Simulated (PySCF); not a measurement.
TeHI, SMILES [TeH]I. Atoms are numbered in the order given.

```xyz
3

Te     0.0326    -1.3426     0.0000
H     -1.6223    -1.4670     0.0000
I     -0.0014     1.3449     0.0000
```
Charge 0, spin multiplicity 1.

Coordinates come from a PBE0-D3(BJ)/def2-TZVP optimisation. The def2 effective core potentials stand for the cores of I, Te; spin–orbit coupling is left out.

Method: M06-2X/def2-TZVPD (PySCF).

Mulliken values depend strongly on the basis, most of all with diffuse functions as here. ESP charges are fitted to the potential on shells at 1.4 to 2.0 van der Waals radii. Atomic charges (e):

```
atom  ESP fit  Mulliken
----  -------  --------
Te1      0.03     -0.01
H2       0.06      0.11
I3      -0.09     -0.10
```
